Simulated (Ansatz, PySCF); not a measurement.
This PySCF input computes a PBE0/def2-TZVPD energy:

```python
from pyscf import gto, scf, dft

mol = gto.M(
    atom='''
    Ge   -0.00000000   -0.00000000   -0.37348732
    O     0.00000000    0.00000000    1.49394926
    ''',
    basis='def2-tzvpd',
    charge=0,
    spin=2,
    symmetry='C2v',
    verbose=4,
)

mf = dft.UKS(mol, xc='pbe0').density_fit(auxbasis='def2-universal-jkfit')
mf.grids.level = 3
mf.conv_tol = 1e-9
mf.max_cycle = 100
mf.max_memory = 1500
mf.kernel()
if not mf.converged:
    mf = mf.newton()
    mf.kernel(mf.make_rdm1())
mf.analyze()
```

Task: Write an input for the same energy in Ansatz (a first-principles code) and say what it gives.

Result: 
Ansatz 0.2 input:
```yaml
crystal:
  periodic: [false, false, false]
  atoms:
    - {symbol: Ge, position_ang: [-0.00000000, -0.00000000, -0.37348732]}
    - {symbol: O, position_ang: [0.00000000, 0.00000000, 1.49394926]}
basis:
  gaussian:
    orbitals: def2-TZVPD
hamiltonian:
  xc: {name: PBE0}
magnetization: {spin_polarized: true, initial_magnetization: 2}
output: {forces: true}
```
It gives -2151.80189 Eh, and PySCF -2151.77629 Eh, a difference of 25.60 mEh. That is more than fitting and grids explain: the two runs ended on different electronic states or use different definitions.

This is an excited triplet: at this geometry the singlet lies 2.74 eV lower at CCSD(T)/CBS(aug-cc-pVTZ,aug-cc-pVQZ).
